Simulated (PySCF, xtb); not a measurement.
CH8FNOSi2, SMILES F[Si@H](N)O[SiH2]C.

xtb with GFN2-xTB at its own geometry gives an orbital gap of 6.07 eV and a dipole moment of 2.23 D.

The structure is a stationary point at PBE-D3(BJ)/def2-SVP. The structure was generated by enumeration; whether it is a known compound was not checked. One conformer was computed; it need not be the lowest.

Q: What does PySCF with r2SCAN/def2-TZVP give? (Estimate from the structure and the level; the computed values follow.)

A: gap 7.00 eV (levels -6.88 and 0.12 eV), dipole 2.27 D.
